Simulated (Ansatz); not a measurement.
Reaction (ligand exchange at the Si–N bond): `N[SiH2]S[SiH3]` + H₂S → `[SiH3]S[SiH2]S` + NH₃

Program: Ansatz. Geometries: PBE0-D4/def2-TZVP. ΔE: electronic, gas phase. CCSD(T)/CBS is the MP2 limit (def2-TZVPP, def2-QZVPP) plus CCSD(T) − MP2 in def2-TZVPP, frozen cores. This one scheme is used for every species. DFT in def2-TZVPP. B3LYP here is the variant with VWN-RPA as its local correlation; programs differ in this. Each species was taken in one conformer, which may not be the lowest.

CCSD(T)/CBS gives -6.9 kJ/mol.

Question: Another level gave -4.1 kJ/mol. Which?
A. ωB97X-V/def2-TZVPP
B. B3LYP/def2-TZVPP
C. PBE-D4/def2-TZVPP
D. PBE0/def2-TZVPP

Answer: A. ωB97X-V -4.1, PBE0 -8.7, B3LYP 0.7, PBE-D4 -14.8 kJ/mol.

Largest T1 diagnostic among the species: 0.012.

In def2-TZVPP, CCSD(T) changes the Hartree–Fock value by −13.3 kJ/mol (the triples alone add −3.1 kJ/mol) and MP2 by −16.5 kJ/mol. The D4 term adds −6.3 kJ/mol with B3LYP and −3.4 kJ/mol with PBE0; it sums over pairs of atoms, weighted by their polarisabilities, and B3LYP, whose exchange is more repulsive, gets the larger term.
